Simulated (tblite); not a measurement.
C₄H₇ClO₂Si.
SMILES with atom numbers: `[CH2:1]=[C:2]([Cl:3])[O:4]/[CH:5]=[CH:6]/[O:7][SiH3:8]` (hydrogens: H9, H10 on C1; H11 on C5; H12 on C6; H13, H14, H15 on Si8)

Computed geometry: GFN2-xTB, gas phase.

What internal coordinates does the optimisation give?

```csv
bond,length (bohr)
C1=C2,2.506
C2–Cl3,3.292
C2–O4,2.533
O4–C5,2.593
C5=C6,2.511
C6–O7,2.531
O7–Si8,3.084
C1–H9,2.029
C1–H10,2.024
C5–H11,2.041
C6–H12,2.045
"Si8–H13, Si8–H15",2.766
Si8–H14,2.745
```

Bonds in one row agree within 0.02 bohr and their mean is given. A selection of angles:
```csv
angle,degrees
C1–C2–Cl3,120.2
C1–C2–O4,121.9
Cl3–C2–O4,117.8
C2–O4–C5,122.0
O4–C5–C6,120.0
C5–C6–O7,124.9
C6–O7–Si8,133.0
```

Dihedral angles: C1–C2–O4–C5 164° (antiperiplanar); C2–O4–C5–C6 171° (antiperiplanar); O4–C5–C6–O7 179° (antiperiplanar); C5–C6–O7–Si8 0° (synperiplanar). The mirror-image conformer, all signs reversed, is as good.

The C–O distances run from 1.339 Å (C6–O7, drawn single) to 1.372 Å (O4–C5, drawn single), a spread of 0.033 Å. Of the pairs four or more bonds apart, Cl3···H11 is among the closest relative to their van der Waals radii: 2.51 Å, 85 % of the sum of Bondi's values. O7 (silyl ether oxygen) is bent (angle 133.0°). Si8 (oxygen-bound silicon) is distorted tetrahedral (angles from 98.5° to 113.7°).

Point group: C1 (no symmetry element, even within 0.4 Å). Its GFN2-xTB frequencies are all real (lowest 19 cm⁻¹). One conformer, not necessarily the lowest.
